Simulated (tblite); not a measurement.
C12H9NSe.
Bonds: C1–Se2, Se2–C3, C3–C4 (aromatic), C4–C5 (aromatic), C5–C6 (aromatic), C6–C7 (aromatic), C7–C8 (aromatic), C8–C9, C9–N10 (triple), C8–C11 (aromatic), C11–C12 (aromatic), C12–C13 (aromatic), C13–C14 (aromatic), C3–C14 (aromatic), C6–C13 (aromatic). Hydrogens: H15, H16, H17 on C1; H18 on C4; H19 on C5; H20 on C7; H21 on C11; H22 on C12; H23 on C14.

Computed with GFN2-xTB (tblite), gas phase: L-BFGS steps from a force-field or distance-geometry start until the largest atomic force falls under 0.01 eV/Å.

Step 135: E = -988.5459 eV
```
atom  x, y, z in Å  |  force x, y, z in eV/Å
C1      3.9654    1.5727    0.2480   -0.001   0.031  -0.011
Se2     3.8031   -0.3703    0.1825   -0.013  -0.013  -0.019
C3      1.9032   -0.5705    0.1075   -0.004   0.013  -0.018
C4      1.4158   -1.8498   -0.2366   -0.003   0.001   0.027
C5      0.0755   -2.0735   -0.3361    0.015  -0.006  -0.004
C6     -0.8519   -1.0287   -0.1178    0.009  -0.008  -0.002
C7     -2.2369   -1.2205   -0.2515    0.011   0.001   0.004
C8     -3.1084   -0.1721   -0.0444   -0.005  -0.016   0.008
C9     -4.5015   -0.3562   -0.1930    0.076  -0.010   0.033
N10    -5.6335   -0.4962   -0.3062   -0.074  -0.011  -0.020
C11    -2.6211    1.1025    0.3251   -0.004   0.001  -0.007
C12    -1.2800    1.3038    0.4654   -0.016  -0.001   0.014
C13    -0.3599    0.2554    0.2400   -0.004   0.006   0.015
C14     1.0283    0.4546    0.3582    0.000   0.009   0.000
H15     3.7053    1.9373    1.2387   -0.015   0.007   0.009
H16     5.0020    1.8142    0.0300    0.029  -0.038   0.022
H17     3.3232    2.0083   -0.5134    0.000   0.000  -0.005
H18     2.1282   -2.6429   -0.4201   -0.002  -0.003   0.007
H19    -0.2976   -3.0541   -0.5940   -0.001   0.003  -0.015
H20    -2.6121   -2.1980   -0.5199   -0.015   0.014  -0.014
H21    -3.3268    1.9030    0.4911    0.005   0.004  -0.001
H22    -0.9038    2.2748    0.7526    0.014   0.010  -0.011
H23     1.3788    1.4334    0.6497   -0.003   0.006  -0.011
```

Step 136: E = -988.5464 eV
```
atom  x, y, z in Å  |  force x, y, z in eV/Å
C1      3.9692    1.5705    0.2536    0.006   0.036  -0.020
Se2     3.8016   -0.3721    0.1787    0.000   0.006  -0.020
C3      1.9023   -0.5681    0.1017   -0.006   0.015  -0.017
C4      1.4152   -1.8476   -0.2409   -0.001  -0.006   0.030
C5      0.0750   -2.0721   -0.3349    0.005  -0.010  -0.023
C6     -0.8528   -1.0278   -0.1170    0.016  -0.010   0.000
C7     -2.2379   -1.2217   -0.2462    0.013  -0.001   0.001
C8     -3.1097   -0.1733   -0.0406   -0.011  -0.014  -0.006
C9     -4.5026   -0.3603   -0.1890    0.037  -0.005   0.030
N10    -5.6346   -0.5020   -0.3043   -0.028  -0.008  -0.013
C11    -2.6225    1.1033    0.3224   -0.009  -0.006   0.005
C12    -1.2813    1.3059    0.4605   -0.021  -0.002   0.022
C13    -0.3609    0.2577    0.2357   -0.005   0.007   0.018
C14     1.0274    0.4573    0.3512    0.005   0.002   0.005
H15     3.7078    1.9319    1.2450   -0.020   0.004   0.009
H16     5.0071    1.8107    0.0399    0.025  -0.044   0.022
H17     3.3312    2.0124   -0.5083    0.001  -0.007   0.002
H18     2.1274   -2.6409   -0.4266   -0.006   0.003   0.012
H19    -0.2980   -3.0526   -0.5919   -0.006  -0.007  -0.013
H20    -2.6122   -2.2007   -0.5107   -0.017   0.018  -0.011
H21    -3.3288    1.9035    0.4885    0.007   0.003  -0.003
H22    -0.9057    2.2771    0.7482    0.014   0.010  -0.021
H23     1.3783    1.4362    0.6410    0.000   0.016  -0.010
```

Step 137: E = -988.5468 eV
```
atom  x, y, z in Å  |  force x, y, z in eV/Å
C1      3.9729    1.5687    0.2560    0.021   0.023  -0.016
Se2     3.7997   -0.3736    0.1781    0.016   0.020  -0.023
C3      1.9013   -0.5651    0.0972   -0.005   0.005  -0.010
C4      1.4149   -1.8452   -0.2437   -0.006  -0.007   0.023
C5      0.0748   -2.0704   -0.3341    0.000  -0.013  -0.034
C6     -0.8535   -1.0266   -0.1157    0.007  -0.009   0.004
C7     -2.2385   -1.2226   -0.2407    0.013   0.007  -0.005
C8     -3.1112   -0.1745   -0.0367   -0.003  -0.012  -0.015
C9     -4.5033   -0.3646   -0.1873   -0.002   0.001   0.024
N10    -5.6346   -0.5087   -0.3085    0.009  -0.005  -0.003
C11    -2.6245    1.1038    0.3218   -0.008  -0.009   0.021
C12    -1.2832    1.3077    0.4586   -0.020  -0.008   0.026
C13    -0.3623    0.2600    0.2335   -0.004   0.005   0.019
C14     1.0262    0.4602    0.3463    0.003   0.004   0.008
H15     3.7069    1.9296    1.2462   -0.023   0.006   0.012
H16     5.0137    1.8043    0.0498    0.017  -0.040   0.020
H17     3.3417    2.0133   -0.5094   -0.002  -0.003  -0.002
H18     2.1267   -2.6380   -0.4329   -0.004   0.006   0.019
H19    -0.2978   -3.0508   -0.5910   -0.012  -0.017  -0.011
H20    -2.6134   -2.2020   -0.5029   -0.012   0.014  -0.009
H21    -3.3306    1.9037    0.4891    0.004   0.001  -0.008
H22    -0.9078    2.2787    0.7479    0.010   0.008  -0.031
H23     1.3774    1.4393    0.6343    0.003   0.022  -0.009
```

Step 138: E = -988.5472 eV
```
atom  x, y, z in Å  |  force x, y, z in eV/Å
C1      3.9762    1.5683    0.2593    0.020  -0.004  -0.004
Se2     3.7984   -0.3746    0.1751    0.023   0.040  -0.023
C3      1.9004   -0.5626    0.0921   -0.006  -0.002   0.002
C4      1.4144   -1.8436   -0.2461   -0.005  -0.007   0.009
C5      0.0745   -2.0696   -0.3343   -0.011  -0.009  -0.034
C6     -0.8538   -1.0261   -0.1153    0.004  -0.004   0.008
C7     -2.2391   -1.2234   -0.2361    0.004   0.005  -0.015
C8     -3.1124   -0.1755   -0.0338   -0.001   0.003  -0.014
C9     -4.5043   -0.3684   -0.1838   -0.055   0.000   0.013
N10    -5.6354   -0.5150   -0.3079    0.067   0.002   0.008
C11    -2.6258    1.1043    0.3201   -0.011  -0.014   0.031
C12    -1.2845    1.3094    0.4558   -0.008  -0.010   0.027
C13    -0.3632    0.2619    0.2308   -0.003  -0.005   0.020
C14     1.0255    0.4627    0.3416    0.000   0.004   0.007
H15     3.7049    1.9266    1.2491   -0.019   0.005   0.007
H16     5.0197    1.7983    0.0608    0.011  -0.027   0.017
H17     3.3505    2.0164   -0.5084    0.003   0.000  -0.006
H18     2.1260   -2.6359   -0.4380   -0.001   0.007   0.025
H19    -0.2977   -3.0505   -0.5900   -0.014  -0.018  -0.010
H20    -2.6154   -2.2028   -0.4958   -0.003   0.010  -0.006
H21    -3.3314    1.9046    0.4876   -0.003   0.000  -0.010
H22    -0.9086    2.2806    0.7449    0.002  -0.001  -0.039
H23     1.3766    1.4420    0.6282    0.006   0.025  -0.010
```

Question: Estimate the geometry and energy of step 139. (The exact step hangs on the optimiser's Hessian estimate; all steps are aligned on step 138, rigid shifts and turns removed.)

Answer: E = -988.5477 eV, largest force 0.087 eV/Å
```
atom  x, y, z in Å  |  force x, y, z in eV/Å
C1      3.9795    1.5684    0.2624    0.017  -0.036   0.013
Se2     3.7974   -0.3746    0.1715    0.023   0.046  -0.023
C3      1.8995   -0.5604    0.0869   -0.005  -0.009   0.018
C4      1.4137   -1.8423   -0.2481   -0.002  -0.002  -0.010
C5      0.0741   -2.0692   -0.3355   -0.018  -0.003  -0.025
C6     -0.8541   -1.0255   -0.1155   -0.009  -0.001   0.010
C7     -2.2395   -1.2238   -0.2322   -0.003   0.010  -0.023
C8     -3.1135   -0.1761   -0.0314    0.009   0.012  -0.006
C9     -4.5052   -0.3720   -0.1791   -0.074   0.000   0.000
N10    -5.6358   -0.5221   -0.3051    0.085   0.005   0.016
C11    -2.6270    1.1048    0.3187   -0.007  -0.010   0.037
C12    -1.2858    1.3110    0.4532    0.005  -0.018   0.023
C13    -0.3640    0.2635    0.2283    0.000  -0.014   0.019
C14     1.0248    0.4649    0.3372   -0.002   0.006   0.004
H15     3.7000    1.9240    1.2510   -0.012   0.006   0.008
H16     5.0261    1.7921    0.0742    0.007  -0.010   0.013
H17     3.3607    2.0195   -0.5083    0.004   0.010  -0.022
H18     2.1251   -2.6342   -0.4422    0.005   0.005   0.030
H19    -0.2980   -3.0506   -0.5893   -0.015  -0.013  -0.010
H20    -2.6178   -2.2029   -0.4898    0.006   0.000  -0.006
H21    -3.3320    1.9057    0.4853   -0.011   0.001  -0.010
H22    -0.9089    2.2825    0.7410   -0.008  -0.008  -0.043
H23     1.3762    1.4445    0.6229    0.006   0.023  -0.014
```

The energy changes by -0.0005 eV. The first-order estimate −F·Δx gives -0.0007 eV and the mean of the old and new forces, exact on a quadratic surface, -0.0005 eV. The step makes an angle of 80° with the force vector and moves no atom by more than 0.016 Å.

What follows is the cost of the whole relaxation. On one thread of an Arm Neoverse V2, no GPU (shared host), this took 1.7 s wall.
